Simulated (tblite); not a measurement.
Species: C₆H₁₃BGe.
Atom-mapped SMILES: `[CH2:1]=[C:2]1[CH2:3][BH:4][C@H:5]([CH3:6])[GeH2:7][CH2:8]1` (hydrogens: H9, H10 on C1; H11, H12 on C3; H13 on B4; H14 on C5; H15, H16, H17 on C6; H18, H19 on Ge7; H20, H21 on C8)

Computed with GFN2-xTB (tblite), gas phase: L-BFGS steps from a force-field or distance-geometry start until the largest atomic force falls under 0.01 eV/Å.

At the end of the run (lengths in Å): C5–Ge7 2.019, Ge7–C8 1.989, Ge7–H19 1.512, C2–C3 1.509, C1=C2 1.325, C2–C8 1.496, C6–H15 1.088, C2–C3–B4 104.2°, B4–C5–Ge7 99.7°, C3–C2–C8 115.1°, C2–C8–Ge7 107.9°, C1–C2–C3–B4 -101°, C2–C3–B4–C5 -82°, C3–B4–C5–C6 -173°, H13–B4–C5–C6 17°, H18–Ge7–C8–C2 163°.

**Question.** These geometries were met on the way; a selection of coordinates is given. Order them by energy above the end point, lowest first.
A. C5–Ge7 2.029, Ge7–C8 2.000, Ge7–H19 1.517, C2–C3 1.509, C1=C2 1.327, C2–C8 1.498, C6–H15 1.090, C2–C3–B4 100.7°, B4–C5–Ge7 103.4°, C3–C2–C8 115.7°, C2–C8–Ge7 112.2°, C1–C2–C3–B4 -98°, C2–C3–B4–C5 -92°, C3–B4–C5–C6 174°, H13–B4–C5–C6 3°, H18–Ge7–C8–C2 118°
B. C5–Ge7 1.997, Ge7–C8 1.988, Ge7–H19 1.517, C2–C3 1.510, C1=C2 1.326, C2–C8 1.510, C6–H15 1.089, C2–C3–B4 119.2°, B4–C5–Ge7 111.9°, C3–C2–C8 120.1°, C2–C8–Ge7 117.5°, C1–C2–C3–B4 -134°, C2–C3–B4–C5 -58°, C3–B4–C5–C6 152°, H13–B4–C5–C6 -37°, H18–Ge7–C8–C2 103°
C. C5–Ge7 1.931, Ge7–C8 1.922, Ge7–H19 1.573, C2–C3 1.466, C1=C2 1.365, C2–C8 1.461, C6–H15 1.121, C2–C3–B4 115.7°, B4–C5–Ge7 107.0°, C3–C2–C8 126.2°, C2–C8–Ge7 115.2°, C1–C2–C3–B4 -141°, C2–C3–B4–C5 -55°, C3–B4–C5–C6 146°, H13–B4–C5–C6 -54°, H18–Ge7–C8–C2 104°
D. C5–Ge7 1.980, Ge7–C8 1.978, Ge7–H19 1.511, C2–C3 1.501, C1=C2 1.326, C2–C8 1.503, C6–H15 1.086, C2–C3–B4 119.1°, B4–C5–Ge7 111.2°, C3–C2–C8 124.0°, C2–C8–Ge7 116.7°, C1–C2–C3–B4 -142°, C2–C3–B4–C5 -50°, C3–B4–C5–C6 143°, H13–B4–C5–C6 -47°, H18–Ge7–C8–C2 103°
E. C5–Ge7 2.014, Ge7–C8 1.993, Ge7–H19 1.526, C2–C3 1.512, C1=C2 1.328, C2–C8 1.507, C6–H15 1.085, C2–C3–B4 108.7°, B4–C5–Ge7 106.3°, C3–C2–C8 116.7°, C2–C8–Ge7 113.9°, C1–C2–C3–B4 -115°, C2–C3–B4–C5 -83°, C3–B4–C5–C6 165°, H13–B4–C5–C6 -10°, H18–Ge7–C8–C2 95°

**Answer.** A (0.136 eV), E (0.224 eV), B (0.361 eV), D (0.592 eV), C (1.010 eV).

```json
{"step": "87", "E above end (eV)": "0.136", "rms distance from the end, all atoms (Å)": "0.592", "largest force (eV/Å)": "0.082", "rms shift of all bonds from the end (Å)": "0.004"}
{"step": "41", "E above end (eV)": "0.224", "rms distance from the end, all atoms (Å)": "0.759", "largest force (eV/Å)": "0.177", "rms shift of all bonds from the end (Å)": "0.005"}
{"step": "24", "E above end (eV)": "0.361", "rms distance from the end, all atoms (Å)": "0.785", "largest force (eV/Å)": "0.273", "rms shift of all bonds from the end (Å)": "0.008"}
{"step": "3", "E above end (eV)": "0.592", "rms distance from the end, all atoms (Å)": "0.810", "largest force (eV/Å)": "0.513", "rms shift of all bonds from the end (Å)": "0.013"}
{"step": "0", "E above end (eV)": "1.010", "rms distance from the end, all atoms (Å)": "0.813", "largest force (eV/Å)": "3.779", "rms shift of all bonds from the end (Å)": "0.036"}
```

Rows stand in the order of the answer.
